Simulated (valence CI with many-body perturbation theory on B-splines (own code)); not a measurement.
## E1 transitions of W⁶⁹⁺

Calculated by valence CI with perturbative core correlation (CI+MBPT): three valence electrons over a frozen Dirac-Fock core [He], radial functions for each j: 11 s, 11 p, 10 d, 8 f, 5 g, 2 h, with the one-electron correlation potential Σ1 (screened to all orders), the two-electron term Σ2, the three-electron term Σ3, Breit, model QED; selected single and double excitations, second order for the rest, scaled by the run's own slope (own B-spline code, finite nucleus).

The last digits are not significant, and no measured levels were compared; by estimate large intervals hold to a few tenths of a per cent, small ones and those within an open d or f shell to about a per cent.

Lines 1 to 50 of 573 in falling wavelength, among levels below 124230 × 10³ cm⁻¹, chosen from the strongest by gf and those to the six lowest levels. Wavelengths and rates use the calculated energies. Electric multipoles are in the length gauge, E1 and E2 with the static RPA response of the core. Weak lines are less certain than strong ones. Lines between different terms over intervals too small for the method are left out, as are lines whose strength nearly cancels. The highest levels of a list are the least certain.

Levels are named by their leading jj configuration (3d3/2^4 stands for four electrons in 3d with j = 3/2), which in mixed levels can hold well under half, so a name can repeat and another be missing. Letters in brackets count levels of one name in rising energy.

| λ vac (Å) | Upper | Lower | A (s⁻¹) | S (a.u.) with core polarisation | S without |
| --- | --- | --- | --- | --- | --- |
| 401.8 | (2p1/2^2 4f7/2) J=7/2 | (2p1/2^2 4d5/2) J=5/2 | 6.84e+08 | 1.75e-01 | 1.75e-01 |
| 390.7 | (2s 2p1/2 4f7/2) J=5/2 | (2s 2p1/2 4d5/2) J=3/2 | 6.60e+08 | 1.16e-01 | 1.16e-01 |
| 382.7 | (2s 2p1/2 4f7/2) J=7/2 [b] | (2s 2p1/2 4d5/2) J=5/2 [b] | 7.21e+08 | 1.60e-01 | 1.60e-01 |
| 370.7 | (2s 2p1/2 4f7/2) J=7/2 [a] | (2s 2p1/2 4d5/2) J=5/2 [a] | 8.38e+08 | 1.68e-01 | 1.68e-01 |
| 356.5 | (2s 2p1/2 4f7/2) J=9/2 | (2s 2p1/2 4d5/2) J=7/2 | 9.73e+08 | 2.18e-01 | 2.18e-01 |
| 341.6 | (2s^2 4f7/2) J=7/2 | (2s^2 4d5/2) J=5/2 | 1.10e+09 | 1.74e-01 | 1.74e-01 |
| 208.8 | (2s 2p1/2 4f5/2) J=5/2 [b] | (2s 2p1/2 4d3/2) J=3/2 [b] | 3.67e+09 | 9.90e-02 | 9.90e-02 |
| 204.1 | (2p1/2^2 4f5/2) J=5/2 | (2p1/2^2 4d3/2) J=3/2 | 4.87e+09 | 1.23e-01 | 1.23e-01 |
| 198.0 | (2s 2p1/2 4f5/2) J=5/2 [a] | (2s 2p1/2 4d3/2) J=3/2 [a] | 5.19e+09 | 1.19e-01 | 1.19e-01 |
| 192.9 | (2s 2p1/2 4f5/2) J=7/2 | (2s 2p1/2 4d3/2) J=5/2 | 5.52e+09 | 1.57e-01 | 1.57e-01 |
| 187.2 | (2s^2 4f5/2) J=5/2 | (2s^2 4d3/2) J=3/2 | 3.45e+09 | 6.69e-02 | 6.69e-02 |
| 181.3 | (2s^2 4d5/2) J=5/2 | (2s^2 4p3/2) J=3/2 | 8.00e+09 | 1.41e-01 | 1.41e-01 |
| 174.6 | (2s 2p1/2 4d5/2) J=7/2 | (2s 2p1/2 4p3/2) J=5/2 | 1.30e+10 | 2.74e-01 | 2.74e-01 |
| 172.8 | (2p1/2^2 4d5/2) J=5/2 | (2p1/2^2 4p3/2) J=3/2 | 1.37e+10 | 2.09e-01 | 2.09e-01 |
| 170.8 | (2s 2p1/2 4d5/2) J=5/2 [a] | (2s 2p1/2 4p3/2) J=3/2 [a] | 1.37e+10 | 2.01e-01 | 2.01e-01 |
| 168.8 | (2s 2p1/2 4d5/2) J=5/2 [b] | (2s 2p1/2 4p3/2) J=3/2 [b] | 1.23e+10 | 1.75e-01 | 1.75e-01 |
| 161.2 | (2s 2p1/2 4d5/2) J=3/2 | (2s 2p1/2 4p3/2) J=1/2 | 1.23e+10 | 1.02e-01 | 1.02e-01 |
| 145.8 | (2s^2 4d5/2) J=5/2 | (2s 2p1/2 4s) J=3/2 | 6.61e+09 | 6.07e-02 | 6.07e-02 |
| 76.84 | (2p3/2^2 3d5/2) J=5/2 [a] | (2p3/2^2 3p3/2) J=3/2 [a] | 2.12e+10 | 2.85e-02 | 2.85e-02 |
| 73.86 | (2p1/2 2p3/2 3d5/2) J=9/2 | (2p1/2 2p3/2 3p3/2) J=7/2 | 4.41e+10 | 8.77e-02 | 8.77e-02 |
| 73.80 | (2p1/2 2p3/2 3d5/2) J=7/2 [b] | (2p1/2 2p3/2 3p3/2) J=5/2 [b] | 3.62e+10 | 5.74e-02 | 5.74e-02 |
| 73.40 | (2s 2p1/2 3d5/2) J=7/2 | (2s 2p1/2 3p3/2) J=5/2 | 4.24e+10 | 6.61e-02 | 6.61e-02 |
| 73.28 | (2s 2p3/2 3d5/2) J=9/2 | (2s 2p3/2 3p3/2) J=7/2 | 3.99e+10 | 7.75e-02 | 7.75e-02 |
| 72.77 | (2s 2p3/2 3d5/2) J=7/2 [a] | (2s 2p3/2 3p3/2) J=5/2 [a] | 3.16e+10 | 4.81e-02 | 4.81e-02 |
| 72.73 | (2s 2p3/2 3d5/2) J=7/2 [b] | (2s 2p3/2 3p3/2) J=5/2 [b] | 2.83e+10 | 4.31e-02 | 4.31e-02 |
| 72.46 | (2p1/2^2 3d5/2) J=5/2 | (2p1/2^2 3p3/2) J=3/2 | 4.64e+10 | 5.23e-02 | 5.23e-02 |
| 72.36 | (2p3/2^2 3d5/2) J=7/2 | (2p3/2^2 3p3/2) J=5/2 | 3.35e+10 | 5.01e-02 | 5.01e-02 |
| 72.02 | (2p3/2^2 3d5/2) J=9/2 | (2p3/2^2 3p3/2) J=7/2 | 4.36e+10 | 8.03e-02 | 8.03e-02 |
| 71.93 | (2s 2p3/2 3d5/2) J=5/2 [b] | (2s 2p3/2 3p3/2) J=3/2 [b] | 2.61e+10 | 2.88e-02 | 2.88e-02 |
| 71.86 | (2p1/2 2p3/2 3d5/2) J=7/2 [a] | (2p1/2 2p3/2 3p3/2) J=5/2 [a] | 3.57e+10 | 5.23e-02 | 5.23e-02 |
| 71.62 | (2s^2 3d5/2) J=5/2 | (2s^2 3p3/2) J=3/2 | 3.31e+10 | 3.60e-02 | 3.60e-02 |
| 71.62 | (2p1/2 2p3/2 3d5/2) J=5/2 [b] | (2p1/2 2p3/2 3p3/2) J=3/2 [b] | 2.65e+10 | 2.89e-02 | 2.89e-02 |
| 71.61 | (2p3/2^2 3d5/2) J=5/2 [b] | (2p3/2^2 3p3/2) J=3/2 [b] | 4.18e+10 | 4.54e-02 | 4.54e-02 |
| 71.50 | (2s 2p1/2 3d5/2) J=5/2 [a] | (2s 2p1/2 3p3/2) J=3/2 [a] | 4.23e+10 | 4.58e-02 | 4.58e-02 |
| 71.00 | (2s 2p1/2 3d5/2) J=3/2 | (2s 2p1/2 3p3/2) J=1/2 | 2.91e+10 | 2.05e-02 | 2.05e-02 |
| 69.98 | (2p1/2 2p3/2 3d5/2) J=5/2 [a] | (2p1/2 2p3/2 3p3/2) J=3/2 [a] | 2.75e+10 | 2.79e-02 | 2.79e-02 |
| 69.37 | (2s 2p1/2 3d5/2) J=5/2 [b] | (2s 2p1/2 3p3/2) J=3/2 [b] | 4.05e+10 | 4.01e-02 | 4.01e-02 |
| 67.83 | (2s 2p3/2 3d5/2) J=5/2 [a] | (2s 2p3/2 3p3/2) J=3/2 [a] | 2.75e+10 | 2.54e-02 | 2.54e-02 |
| 67.41 | (2p1/2 2p3/2 3d5/2) J=3/2 [a] | (2p1/2 2p3/2 3p3/2) J=1/2 [a] | 3.20e+10 | 1.94e-02 | 1.94e-02 |
| 62.98 | (2s 2p1/2 4d3/2) J=3/2 [b] | (2s 2p1/2 4p1/2) J=1/2 [b] | 1.25e+11 | 6.18e-02 | 6.18e-02 |
| 62.72 | (2s 2p1/2 4d3/2) J=1/2 | (2s 2p1/2 4p1/2) J=1/2 [b] | 1.88e+11 | 4.58e-02 | 4.57e-02 |
| 62.31 | (2s^2 4d3/2) J=3/2 | (2s^2 4p1/2) J=1/2 | 9.37e+10 | 4.47e-02 | 4.47e-02 |
| 62.22 | (2s 2p1/2 4d3/2) J=5/2 | (2s 2p1/2 4p1/2) J=3/2 | 1.60e+11 | 1.14e-01 | 1.14e-01 |
| 61.50 | (2p1/2^2 4d3/2) J=3/2 | (2p1/2^2 4p1/2) J=1/2 | 2.50e+11 | 1.15e-01 | 1.15e-01 |
| 61.10 | (2s 2p1/2 4d3/2) J=3/2 [a] | (2s 2p1/2 4p1/2) J=1/2 [a] | 2.44e+11 | 1.10e-01 | 1.10e-01 |
| 61.04 | (2s 2p1/2 4s) J=3/2 | (2s^2 4s) J=1/2 | 5.42e+10 | 2.43e-02 | 2.43e-02 |
| 60.70 | (2p1/2 2p3/2 3p3/2) J=7/2 | (2s 2p3/2 3p3/2) J=5/2 [b] | 3.00e+10 | 2.65e-02 | 2.65e-02 |
| 60.68 | (2s 2p1/2 4p3/2) J=5/2 | (2s^2 4p3/2) J=3/2 | 1.31e+11 | 8.65e-02 | 8.65e-02 |
| 59.91 | (2s 2p1/2 4p3/2) J=1/2 | (2s 2p1/2 4s) J=1/2 [b] | 2.49e+11 | 5.28e-02 | 5.28e-02 |
| 59.86 | (2s 2p1/2 4p1/2) J=3/2 | (2s^2 4p1/2) J=1/2 | 1.61e+11 | 6.80e-02 | 6.80e-02 |
